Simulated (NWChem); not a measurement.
The numbers come from NWChem runs, not from measurements. System: H3AlS2, charge 0, spin multiplicity 1, at a geometry optimised with PBE/def2-SVP. The structure started from a generated list of species. Level: B3LYP/cc-pVDZ, VWN1-RPA local correlation.

Output (cleaned and shortened):

```
             Northwest Computational Chemistry Package (NWChem) 7.3.0
             --------------------------------------------------------

                                NWChem Input Module
                                -------------------

 Scaling coordinates for geometry "geometry" by  1.889725989
 (inverse scale =  0.529177249)

 Turning off AUTOSYM since
 SYMMETRY directive was detected!

                             Geometry "geometry" -> ""
                             -------------------------

 Output coordinates in angstroms (scale by  1.889725989 to convert to a.u.)

  No.       Tag          Charge          X              Y              Z
 ---- ---------------- ---------- -------------- -------------- --------------
    1 Al                  13.0000     0.00000000     0.00000000     0.75120300
    2 H                    1.0000     0.00000000     0.00000000     2.34385400
    3 S                   16.0000    -1.86048900     0.00000000    -0.42208700
    4 H                    1.0000    -2.63753100     0.00000000     0.69864700
    5 S                   16.0000     1.86048900     0.00000000    -0.42208700
    6 H                    1.0000     2.63753100     0.00000000     0.69864700

 Effective nuclear repulsion energy (a.u.)     167.6153897212

            Nuclear Dipole moment (a.u.)
            ----------------------------
        X                 Y               Z
 ---------------- ---------------- ----------------
     0.0000000000     0.0000000000     0.0000056692

      Symmetry information
      --------------------

 Group name             C2v
 Group number             16
 Group order               4
 No. of unique centers     4

      Symmetry unique atoms

     1    2    3    4


 Summary of "ao basis" -> "" (spherical)
 ------------------------------------------------------------------------------
       Tag                 Description            Shells   Functions and Types
 ---------------- ------------------------------  ------  ---------------------
 *                          cc-pvdz                   on all atoms

                                 NWChem DFT Module
                                 -----------------

 Summary of "ao basis" -> "ao basis" (spherical)
 ------------------------------------------------------------------------------
       Tag                 Description            Shells   Functions and Types
 ---------------- ------------------------------  ------  ---------------------
 Al                         cc-pvdz                  8       18   4s3p1d
 H                          cc-pvdz                  3        5   2s1p
 S                          cc-pvdz                  8       18   4s3p1d

 Summary of "ao basis" -> "ao basis" (spherical)
 ------------------------------------------------------------------------------
       Tag                 Description            Shells   Functions and Types
 ---------------- ------------------------------  ------  ---------------------
 Al                         cc-pvdz                  8       18   4s3p1d
 H                          cc-pvdz                  3        5   2s1p
 S                          cc-pvdz                  8       18   4s3p1d

      Symmetry analysis of basis
      --------------------------

        a1         29
        a2          7
        b1         22
        b2         11

            General Information
            -------------------
          SCF calculation type: DFT
          Wavefunction type:  closed shell.
          No. of atoms     :     6
          No. of electrons :    48
           Alpha electrons :    24
            Beta electrons :    24
          Charge           :     0
          Spin multiplicity:     1
          Use of symmetry is: on ; symmetry adaption is: on
          Maximum number of iterations: 100
          AO basis - number of functions:    69
                     number of shells:    33
          Convergence on energy requested:  1.00D-06
          Convergence on density requested:  1.00D-05
          Convergence on gradient requested:  5.00D-04

              XC Information
              --------------
                         B3LYP Method XC Potential
                     Hartree-Fock (Exact) Exchange  0.200
[...]
      Symmetry analysis of molecular orbitals - initial
      -------------------------------------------------

  Numbering of irreducible representations:

     1 a1          2 a2          3 b1          4 b2

  Orbital symmetries:

     1 a1          2 b1          3 a1          4 a1          5 b1
     6 a1          7 b1          8 a1          9 b1         10 b2
    11 a2         12 a1         13 a1         14 b1         15 b2
    16 a1         17 b1         18 a1         19 a1         20 b1
    21 b1         22 a1         23 b2         24 a2         25 b2
    26 a1         27 a1         28 b1         29 b1         30 a1
    31 a1         32 a1         33 b2         34 b1

------------------------------------------------------------
EAF file 0: "./mol.aoints.0" size=524288 bytes
------------------------------------------------------------
               write      read    awrite     aread      wait
               -----      ----    ------     -----      ----
     calls:        1         0         0         0         0
   data(b): 5.24e+05  0.00e+00  0.00e+00  0.00e+00
   time(s): 0.00e+00  0.00e+00  0.00e+00  0.00e+00  0.00e+00
rate(mb/s): 0.00e+00  0.00e+00
------------------------------------------------------------

   convergence    iter        energy       DeltaE   RMS-Dens  Diis-err    time
 ---------------- ----- ----------------- --------- --------- ---------  ------
 d= 0,ls=0.0,diis     1  -1040.7094394633 -1.21D+03  1.15D-02  3.17D-01     1.8
 d= 0,ls=0.0,diis     2  -1040.7155415846 -6.10D-03  6.56D-03  2.08D-01     1.9
 d= 0,ls=0.0,diis     3  -1040.7511494186 -3.56D-02  1.76D-03  2.15D-02     1.9
 d= 0,ls=0.0,diis     4  -1040.7550636548 -3.91D-03  2.69D-04  5.80D-04     2.0
 d= 0,ls=0.0,diis     5  -1040.7551594982 -9.58D-05  5.52D-05  1.20D-05     2.1
  Resetting Diis
 d= 0,ls=0.0,diis     6  -1040.7551612144 -1.72D-06  2.14D-05  2.97D-06     2.1
 d= 0,ls=0.0,diis     7  -1040.7551617765 -5.62D-07  4.20D-06  2.96D-08     2.2

         Total DFT energy =    -1040.755161776497
      One electron energy =    -1773.249481041402
           Coulomb energy =      636.099682959761
    Exchange-Corr. energy =      -71.220753416045
 Nuclear repulsion energy =      167.615389721189

 Numeric. integr. density =       48.000013556789

     Total iterative time =      1.4s

                  Occupations of the irreducible representations
                  ----------------------------------------------

                     irrep           alpha         beta
                     --------     --------     --------
                     a1               11.0         11.0
                     a2                2.0          2.0
                     b1                8.0          8.0
                     b2                3.0          3.0

                       DFT Final Molecular Orbital Analysis
                       ------------------------------------

 Vector   22  Occ=2.000000D+00  E=-3.083656D-01  Symmetry=a1
              MO Center= -1.3D-13, -1.4D-16,  6.5D-01, r^2= 5.0D+00
   Bfn.  Coefficient  Atom+Function         Bfn.  Coefficient  Atom+Function
  ----- ------------  ---------------      ----- ------------  ---------------
    19      0.307655  2 H  s                 10      0.250522  1 Al pz
    33     -0.224304  3 S  pz                56     -0.224304  5 S  pz
    20      0.219528  2 H  s                 36     -0.182780  3 S  pz
    59     -0.182780  5 S  pz                31     -0.155332  3 S  px
    54      0.155332  5 S  px                34     -0.140410  3 S  px

 Vector   23  Occ=2.000000D+00  E=-2.852330D-01  Symmetry=b2
              MO Center=  8.0D-14,  1.1D-15, -2.6D-01, r^2= 4.5D+00
   Bfn.  Coefficient  Atom+Function         Bfn.  Coefficient  Atom+Function
  ----- ------------  ---------------      ----- ------------  ---------------
    32      0.352449  3 S  py                55      0.352449  5 S  py
    35      0.324814  3 S  py                58      0.324814  5 S  py
     9      0.165696  1 Al py                12      0.128142  1 Al py
    15     -0.042082  1 Al d -1

 Vector   24  Occ=2.000000D+00  E=-2.639696D-01  Symmetry=a2
              MO Center= -8.6D-14,  2.1D-15, -3.5D-01, r^2= 4.8D+00
   Bfn.  Coefficient  Atom+Function         Bfn.  Coefficient  Atom+Function
  ----- ------------  ---------------      ----- ------------  ---------------
    32      0.384040  3 S  py                55     -0.384040  5 S  py
    35      0.376168  3 S  py                58     -0.376168  5 S  py
    14     -0.079641  1 Al d -2

 Vector   25  Occ=0.000000D+00  E=-4.238193D-02  Symmetry=b2
              MO Center=  3.2D-15, -7.7D-16,  7.3D-01, r^2= 4.4D+00
   Bfn.  Coefficient  Atom+Function         Bfn.  Coefficient  Atom+Function
  ----- ------------  ---------------      ----- ------------  ---------------
    12      0.695843  1 Al py                 9      0.464793  1 Al py
    35     -0.293001  3 S  py                58     -0.293001  5 S  py
    32     -0.183302  3 S  py                55     -0.183302  5 S  py
    37      0.042162  3 S  d -2              60     -0.042162  5 S  d -2
    15      0.040343  1 Al d -1

 Vector   26  Occ=0.000000D+00  E=-6.097341D-03  Symmetry=a1
              MO Center=  3.1D-14, -7.1D-17,  3.8D-01, r^2= 5.5D+00
   Bfn.  Coefficient  Atom+Function         Bfn.  Coefficient  Atom+Function
  ----- ------------  ---------------      ----- ------------  ---------------
     4      1.226869  1 Al s                 27     -0.610309  3 S  s
    50     -0.610309  5 S  s                 20     -0.439794  2 H  s
    43      0.314106  4 H  s                 66      0.314106  6 H  s
    13     -0.296718  1 Al pz                36     -0.292794  3 S  pz
    59     -0.292794  5 S  pz                34     -0.256139  3 S  px

 Vector   27  Occ=0.000000D+00  E= 2.450272D-03  Symmetry=a1
              MO Center=  1.5D-13, -4.5D-15,  3.5D-01, r^2= 6.7D+00
   Bfn.  Coefficient  Atom+Function         Bfn.  Coefficient  Atom+Function
  ----- ------------  ---------------      ----- ------------  ---------------
    43      0.790719  4 H  s                 66      0.790719  6 H  s
    20      0.498112  2 H  s                  4     -0.479883  1 Al s
    34      0.447324  3 S  px                57     -0.447324  5 S  px
    27     -0.406984  3 S  s                 50     -0.406984  5 S  s
     3     -0.398678  1 Al s                 36     -0.304755  3 S  pz

 center of mass
 --------------
 x =   0.00000000 y =   0.00000000 z =  -0.05935651

 moments of inertia (a.u.)
 ------------------
         118.008574274054           0.000000000000           0.000000000000
           0.000000000000         958.492454516883           0.000000000000
           0.000000000000           0.000000000000         840.483880242828

     Multipole analysis of the density
     ---------------------------------

     L   x y z        total         alpha         beta         nuclear
     -   - - -        -----         -----         ----         -------
     0   0 0 0     -0.000000    -24.000000    -24.000000     48.000000

     1   1 0 0     -0.000000     -0.000000     -0.000000      0.000000
     1   0 1 0      0.000000      0.000000      0.000000      0.000000
     1   0 0 1      0.757605      0.378800      0.378800      0.000006

     2   2 0 0    -28.873003   -237.054076   -237.054076    445.235148
     2   1 1 0      0.000000      0.000000      0.000000      0.000000
     2   1 0 1     -0.000000     -0.000000     -0.000000      0.000000
     2   0 2 0    -30.367636    -15.183818    -15.183818      0.000000
     2   0 1 1     -0.000000     -0.000000     -0.000000      0.000000
     2   0 0 2    -30.907393    -50.283862    -50.283862     69.660330

 Task  times  cpu:        2.2s     wall:        2.2s

 Total times  cpu:        2.2s     wall:        2.2s
```

### Question
Write an NWChem input that would produce this output.

### Answer
This is not unique; one that fits is 
```
start mol
memory heap 200 mb stack 900 mb global 1100 mb
geometry units angstroms nocenter noautoz
  Al     0.000000     0.000000     0.751203
  H      0.000000     0.000000     2.343854
  S     -1.860489     0.000000    -0.422087
  H     -2.637531     0.000000     0.698647
  S      1.860489     0.000000    -0.422087
  H      2.637531     0.000000     0.698647
  symmetry group C2v
end
basis spherical
  * library cc-pvdz
end
dft
  xc b3lyp
  semidirect memsize 60000000 filesize 0
  iterations 100
end
task dft energy
```
